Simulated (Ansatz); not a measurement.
Ansatz (an electronic-structure program) input (B3LYP-D3(BJ)/def2-TZVP):

Ansatz 0.2 input:
```yaml
crystal:
  periodic: [false, false, false]
  atoms:
    - {symbol: Be, position_ang: [-0.00244410, 0.49155060, -0.08914113]}
    - {symbol: F, position_ang: [1.18983741, -0.20123978, -0.52014940]}
    - {symbol: F, position_ang: [-1.18875115, -0.01722715, 0.55976768]}
basis:
  gaussian:
    orbitals: def2-TZVP
hamiltonian:
  xc: b3lyp
  dispersion: d3bj
total_charge: -1
magnetization: {spin_polarized: true, initial_magnetization: 1}
phonons: {temperatures: {t_min: 298.15, t_max: 298.15, t_step: 100}}
```

Output:

```
Functional definition: B3LYP
integrals: 0.01 GiB planned
453 factors; their error is unknown
mean field: 0.20 GiB planned
mean field evaluation 1: about -5840.7794 eV, gradient 1.9e1 eV
mean field evaluation 2: about -5839.6159 eV, gradient 3.1e1 eV
mean field evaluation 4: about -5841.9451 eV, gradient 4.8e-1 eV
mean field evaluation 8: about -5841.9643 eV, gradient 5.7e-2 eV
mean field evaluation 16: about -5841.9643 eV, gradient 9.7e-6 eV
mean field -5841.96434882 eV, -214.6882299935 hartree, gradient 9.4e-6 eV, S^2 0.750572; 0 other end points of the search recorded, 0 dependent functions left out
the calculation of the forces begins
reference -5841.96453244 eV, -214.6882367416 hartree; 12, 11 occupied and 69, 70 virtual orbitals, 453 factors
these checks for a lower state are left out or cut short: stability, starts, cluster_reference, orbital_swaps, neighbouring_geometries, increment
integrals: 0.01 GiB planned
453 factors; their error is unknown
mean field: 0.20 GiB planned
mean field -5841.96430249 eV, -214.6882282910 hartree, gradient 1.9e-6 eV, S^2 0.750571; 0 other end points of the search recorded, 0 dependent functions left out
the calculation of the forces begins
reference -5841.96448612 eV, -214.6882350390 hartree; 12, 11 occupied and 69, 70 virtual orbitals, 453 factors
these checks for a lower state are left out or cut short: stability, starts, cluster_reference, orbital_swaps, neighbouring_geometries, increment
integrals: 0.01 GiB planned
453 factors; their error is unknown
mean field: 0.20 GiB planned
mean field -5841.96430289 eV, -214.6882283056 hartree, gradient 2.0e-6 eV, S^2 0.750573; 0 other end points of the search recorded, 0 dependent functions left out
the calculation of the forces begins
reference -5841.96448652 eV, -214.6882350538 hartree; 12, 11 occupied and 69, 70 virtual orbitals, 453 factors
these checks for a lower state are left out or cut short: stability, starts, cluster_reference, orbital_swaps, neighbouring_geometries, increment
integrals: 0.01 GiB planned
453 factors; their error is unknown
mean field: 0.20 GiB planned
mean field evaluation 32: about -5841.9467 eV, gradient 1.0e-1 eV
mean field -5841.96429984 eV, -214.6882281936 hartree, gradient 2.7e-6 eV, S^2 0.750573; 0 other end points of the search recorded, 0 dependent functions left out
the calculation of the forces begins
reference -5841.96448357 eV, -214.6882349454 hartree; 12, 11 occupied and 69, 70 virtual orbitals, 453 factors
these checks for a lower state are left out or cut short: stability, starts, cluster_reference, orbital_swaps, neighbouring_geometries, increment
integrals: 0.01 GiB planned
453 factors; their error is unknown
mean field: 0.20 GiB planned
mean field -5841.96428366 eV, -214.6882275989 hartree, gradient 2.9e-6 eV, S^2 0.750571; 0 other end points of the search recorded, 0 dependent functions left out
the calculation of the forces begins
reference -5841.96446718 eV, -214.6882343431 hartree; 12, 11 occupied and 69, 70 virtual orbitals, 453 factors
these checks for a lower state are left out or cut short: stability, starts, cluster_reference, orbital_swaps, neighbouring_geometries, increment
integrals: 0.01 GiB planned
453 factors; their error is unknown
mean field: 0.20 GiB planned
mean field -5841.96434080 eV, -214.6882296989 hartree, gradient 1.1e-6 eV, S^2 0.750572; 0 other end points of the search recorded, 0 dependent functions left out
the calculation of the forces begins
reference -5841.96452444 eV, -214.6882364472 hartree; 12, 11 occupied and 69, 70 virtual orbitals, 453 factors
these checks for a lower state are left out or cut short: stability, starts, cluster_reference, orbital_swaps, neighbouring_geometries, increment
integrals: 0.01 GiB planned
453 factors; their error is unknown
mean field: 0.20 GiB planned
mean field -5841.96433998 eV, -214.6882296685 hartree, gradient 1.3e-6 eV, S^2 0.750572; 0 other end points of the search recorded, 0 dependent functions left out
the calculation of the forces begins
reference -5841.96452359 eV, -214.6882364163 hartree; 12, 11 occupied and 69, 70 virtual orbitals, 453 factors
Total energy: -5841.99747077 eV, -214.6894472027 hartree
Atom 0 at    -0.002444     0.491551    -0.089141 Å, force     0.000000    -0.000084     0.000015 eV/Å
Atom 1 at     1.189837    -0.201240    -0.520149 Å, force    -0.000043     0.000045     0.000012 eV/Å
Atom 2 at    -1.188751    -0.017227     0.559768 Å, force     0.000042     0.000039    -0.000027 eV/Å
Dipole moment:     0.002615    -0.525990     0.095387 e Å
Vibrations: 312.22 747.63 1164.98 cm⁻¹, zero-point energy 0.137922 eV
```
